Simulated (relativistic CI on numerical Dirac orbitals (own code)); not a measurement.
One change at a time: Re LV

Base calculation: Dirac-Coulomb-Breit CI, separate exchange-only KLI orbitals for each configuration, QED by a radiative potential, unscaled Slater integrals.

Configuration list (outside the closed core [Ne]): 3s2.3p6.3d3, 3s2.3p5.3d4, 3s.3p6.3d4, 3s2.3p6.3d2.4s, 3s2.3p6.3d2.4p, 3s2.3p6.3d2.4d, 3s2.3p5.3d3.4s, 3s2.3p6.3d2.4f, 3s2.3p5.3d3.4p, 3s.3p6.3d3.4s, 3p6.3d4.4p, 3p6.3d5, 3p5.3d6, 3p5.3d5.4s, 3p6.3d4.4s, 3p5.3d4.4s2, 3s2.3p6.3d.4s2, 3s2.3p6.4s2.4p, 3s2.3p6.4s2.4d. Double excitations out of closed p, d and f shells are left out; levels of such configurations are missing from the list, as are those of other unlisted configurations, and high levels can miss mixing partners. These lack a partner that the ground configuration has and come out too high: 3s2.3p5.3d3.4p.

Variants: (1) configuration mixing switched off; (2) only the first 3 configurations. Shifts of the energy above 3s2.3p6.3d3 4F_3/2, in cm⁻¹, for the lowest level and the first level of each name with at least 55 % of one term (blank where a level changes its place among those of its configuration and J or its character, or is not in the variant):

```json
{"Level": "3s2.3p6.3d3 4F_3/2", "Base": "0", "Δ(1)": "0", "Δ(2)": "0"}
{"Level": "3s2.3p6.3d3 4F_5/2", "Base": "562175", "Δ(1)": "-858", "Δ(2)": "-454"}
{"Level": "3s2.3p6.3d3 4P_1/2", "Base": "662282", "Δ(1)": "+1235", "Δ(2)": "-467"}
{"Level": "3s2.3p6.3d3 4F_7/2", "Base": "1198840", "Δ(1)": "-1180", "Δ(2)": "-726"}
{"Level": "3s2.3p6.3d3 2P_1/2", "Base": "1309683", "Δ(1)": "+1012", "Δ(2)": "-606"}
{"Level": "3s2.3p6.3d3 2H_11/2", "Base": "1316422", "Δ(1)": "-2863", "Δ(2)": "-1143"}
{"Level": "3s2.3p6.3d3 2F_7/2", "Base": "1399399", "Δ(1)": "+1260", "Δ(2)": "-851"}
{"Level": "3s2.3p6.3d3 2D_3/2", "Base": "1575201", "Δ(1)": "+1308", "Δ(2)": "+803"}
```

At this charge energies of transitions that change n are usually good to better than 1 %, and those within a shell (Δn = 0) to a few per cent.

Ionisation energy from the two ground configurations alone: base 5236.59 eV. The NIST ASD value (theoretical) is 5236 eV.

LS names give the leading component of a level, which can be under half, so a name can repeat, a term be missing and a line seem to break the LS rules.
